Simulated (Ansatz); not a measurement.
C2H12Si4, SMILES [SiH3][SiH]1C[SiH2][SiH2]C1.

Geometry: PBE-D3(BJ)/def2-SVP. The structure was generated by enumeration, and PubChem lists no compound with its InChIKey, so it may never have been made. The values are those of a single conformer.

Two levels are set side by side: PBE/def2-SVPD (Ansatz, a program for electronic structure) and CAM-B3LYP/def2-SVPD (Ansatz). Energy differences of separate SCF runs at the same geometry; the states with an electron removed or added have multiplicity 2 and 2. Differences are taken from unrounded values.

```csv
quantity,CAM-B3LYP
vertical ionisation energy (eV),9.49
vertical singlet–triplet gap (eV),5.87
```

### Question
What does PBE give, and how far is it from CAM-B3LYP? (An estimate is asked for; the answer gives what the named calculation found.)

### Answer

```
quantity                            PBE  PBE minus CAM-B3LYP
---------------------------------  ----  -------------------
vertical ionisation energy (eV)    8.90                -0.59
vertical singlet–triplet gap (eV)  5.32                -0.55
```
